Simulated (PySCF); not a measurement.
## Be₂: frontier orbitals

PBE0 at R = 2.501 Å; Be pcseg-2; no relativity (PySCF 2.14). State: ¹Σg⁺ (singlet), closed shell. Only the outer orbitals are listed.

| orbital | occ. | ε (eV) | main shells (%) |
| --- | --- | --- | --- |
| σg | 2 | -8.23 | 90 s, 10 p |
| σu | 2 | -5.25 | 86 s, 14 p |
| σg | 0 | -2.10 | 83 p, 17 s |
| πu | 0 | -2.04 | 100 p |
| πu | 0 | -2.04 | 100 p |

Problem. Which are the highest filled and the lowest empty level, where do they sit, and how wide is the gap?

Solution. Highest filled σu at -5.25 eV (in %: 86 s, 14 p); lowest empty σg at -2.10 eV (in %: 83 p, 17 s); the gap at PBE0 is 3.15 eV.

```
bond order (Mayer)             : 0.74
⟨S²⟩                           : 0.000
polarisability along the bond  : 163.6 bohr³
polarisability across the bond : 66.3 bohr³
```

Closed-shell solutions of metal pairs were not tested for spin polarisation, which can lower them a little.
